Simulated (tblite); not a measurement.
Compound: C₇H₈O₃.
Cartesian coordinates in Å at the GFN2-xTB level; atoms count from 1:
```
atom  x, y, z in Å
C1    -2.2334   -0.7052    0.1297
C2    -1.4060    0.5735    0.2594
O3    -1.4938    0.9972    1.6029
C4     0.0265    0.3036   -0.1419
C5     0.8971   -0.3912    0.7530
C6     2.1693   -0.6547    0.3883
C7     2.6830   -0.2506   -0.9049
O8     3.7957   -0.4403   -1.3231
O9     1.7890    0.4231   -1.7198
C10    0.5390    0.6753   -1.3354
H11   -3.2567   -0.5041    0.4332
H12   -2.2203   -1.0561   -0.8981
H13   -1.8235   -1.4734    0.7796
H14   -1.8233    1.3445   -0.4088
H15   -0.9992    1.8157    1.7160
H16    0.5105   -0.6844    1.7182
H17    2.8608   -1.1750    1.0308
H18   -0.0234    1.2085   -2.0908
```

Level: GFN2-xTB in tblite, geometry and Hessian alike; calculated harmonic values, unscaled, isolated species. Errors from tens to a few hundred cm⁻¹ against measured bands are possible. One conformer, not necessarily the lowest.

Harmonic wavenumbers (cm⁻¹): 50.2, 81.5, 165.1, 180.7, 197.9, 295.4, 314.5, 328.4, 401.2, 434.8, 448.9, 533.4, 571.5, 606.7, 707.9, 740.0, 810.1, 815.3, 866.7, 930.5, 936.8, 949.1, 1012.4, 1049.8, 1071.7, 1125.5, 1148.2, 1198.3, 1209.1, 1243.1, 1266.3, 1320.5, 1326.5, 1392.5, 1395.3, 1469.2, 1485.1, 1539.1, 1644.9, 1760.3, 2843.1, 3050.7, 3052.7, 3057.2, 3060.0, 3084.3, 3118.6, 3554.2.

A = 3467, B = 775.5, C = 716.6 MHz; mass 140.047 u (most abundant isotopes); point group C1, symmetry number 1.

Zero-point energy?

Half the sum of the wavenumbers: 29923 cm⁻¹ = 357.95 kJ/mol.

Give the ideal-gas entropy at 298.15 K and 1 bar in the rigid-rotor, harmonic-oscillator model (classical rotation).

Translation 170.49, rotation 123.44, vibration 108.33: S = 402.3 J/(mol K).

And Cp and H(298.15 K) − H(0)?

Cp = 157.74 J/(mol K), of which vibrations give 124.48 (their classical limit is 48 R = 399.1); H(298.15 K) − H(0) = 27.73 kJ/mol without the zero-point energy, 17.81 from vibrations.

Blend soft modes into free rotors: weight 1/[1 + (100 cm⁻¹/ν̃)⁴] for the oscillator and the rest for a rotor with moment μB/(μ + B), μ = h/(8π²ν), B = 10⁻⁴⁴ kg m². What vibrational entropy results?

101.02 J/(mol K) in place of 108.33, which changes −T·S at 298.15 K by +2.18 kJ/mol.

Which modes carry the vibrational entropy at 298.15 K?

50.2 cm⁻¹: 20.12; 81.5 cm⁻¹: 16.13; 165.1 cm⁻¹: 10.42; 180.7 cm⁻¹: 9.71; 197.9 cm⁻¹: 9.01; 295.4 cm⁻¹: 6.04 J/(mol K); the other 42 give 36.91 together.

How do the functions run with temperature in this model?

```
T (K)  S (J/(mol K))  Cp (J/(mol K))  H − H(0) (kJ/mol)  G − H(0) (kJ/mol)  ln q(vib)
  100          285.4            71.6               5.02             -23.52       1.31
  200          348.4           114.9              14.35             -55.33       3.52
  300          403.2           158.5              28.02             -92.95       5.89
  500          503.0           234.5              67.74            -183.77      10.79
  800          630.0           304.4             149.63            -354.39      17.98
 1000          701.2           333.4             213.57            -487.68      22.46
```

q(vib) and H(0) count from the zero-point level.

What must be added to the electronic energy to get the Gibbs energy at 298.15 K and 1 bar?

ZPE + [H(298.15 K) − H(0)] − T·S = 357.95 + 27.73 − 119.93 = 265.75 kJ/mol.

Hindered rotation and anharmonicity are outside this model. Other conformers, if any are populated, would add a mixing term that is left out. The structure is chiral; the term R ln 2 for an equal mix with its mirror image is left out.
